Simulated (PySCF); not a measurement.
**Peak assignment**

Atom-mapped SMILES (the numbers label the heavy atoms): `[Cl:1][C:2]([Cl:3])([Cl:4])[CH:5]1[CH2:6][O:7][BH:8][O:9][CH2:10]1`. Hydrogens are named by the atom that carries them. Ha(C6), Ha(C10) are cis to C2 on the ring; Hb(C6), Hb(C10) are trans to C2 on the ring.

Calculated, not measured (PySCF 2.14): geometry: PBE0-D3(BJ)/def2-SVP, PBE0/pcSseg-1 with gauge-including orbitals. One averaged value for each set of equivalent atoms, single conformer, non-relativistic Hamiltonian, no solvent model.

Referencing at the same level of theory: TMS for 13C, 1H.

Q: Assign these signals to the numbered atoms. 13C{1H} NMR (computed): δ 121.8 (C), 64.0 (CH2), 56.5 (CH).

A: 
121.8 → C2, fully substituted sp3 carbon bonded to 3 Cl: 3 electronegative neighbours deshield it
64.0 → C6/C10, sp3 CH2 bonded to O: pulled downfield by the heteroatom
56.5 → C5, sp3 CH in a ring

Q: Assign these signals to the numbered atoms. 1H NMR (400 MHz, computed): δ 4.40 (m, 2H), 4.11 (br, 1H), 3.94 (m, 2H), 2.44 (m, 1H).

A: 
4.40 → Hb(C6)/Hb(C10), hydrogen on an sp3 CH2 bonded to O: its carbon carries O, an electronegative neighbour
4.11 → H(B8), hydrogen on a boron bonded to 2 O, in a 6-membered ring
3.94 → Ha(C6)/Ha(C10), hydrogen on an sp3 CH2 bonded to O: its carbon carries O, hence the downfield position
2.44 → H(C5), hydrogen on an sp3 CH in a ring

Hydrogens on boron are broadened and split by 11B (spin 3/2, 80 %) and 10B (spin 3). Carbons that carry Cl, above all several Cl atoms, come out too deshielded, partly because spin–orbit coupling is missing. Shifts are as computed. Against solution values, carbons near 30 ppm lie about +2 ppm off and those near 130 ppm about +5 ppm; carbons on Cl a further +5 ppm. Of 1309 compounds with measured shifts, 239 miss one by over three times the rms of a fit or turn the order of signals round; such compounds aren't used in these exercises. Multiplicities follow the n + 1 count of equivalent neighbours, as no J values were calculated; m marks all less simple cases, F and P coupling included.
